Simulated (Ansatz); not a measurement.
`[CH2][Al]([CH3])[Br]` radical. The species carries charge 0 and has multiplicity 2. Correlated methods include outer-core shells of Br, which these sets cover unevenly. Scalar relativity is left out up to krypton.

Z-matrix (Å, degrees):
```
C
Al 1 1.940
H 1 1.094 2 110.7
H 1 1.094 2 110.8 3 118.1
H 1 1.093 2 112.2 3 -120.9
Br 2 2.271 1 118.2 3 -60.3
C 2 1.916 1 125.7 3 119.7
H 7 1.088 2 123.7 1 -179.9
H 7 1.089 2 123.9 1 0.0
```

(1) Give the diagnostics of a CCSD(T)/def2-TZVPP run (frozen core, the Gaussian-basis code of Ansatz). (An estimate is asked.)

Results:

(1) Ansatz gave: T1 = 0.0085, largest single amplitude 0.020, largest double 0.030, (T) share of the correlation energy 3.4 %, 9 CCSD cycles. ⟨S²⟩ of the UHF reference is 0.759 against 0.75 for a pure state. T1 lies under the customary mark of 0.045 for open shells.
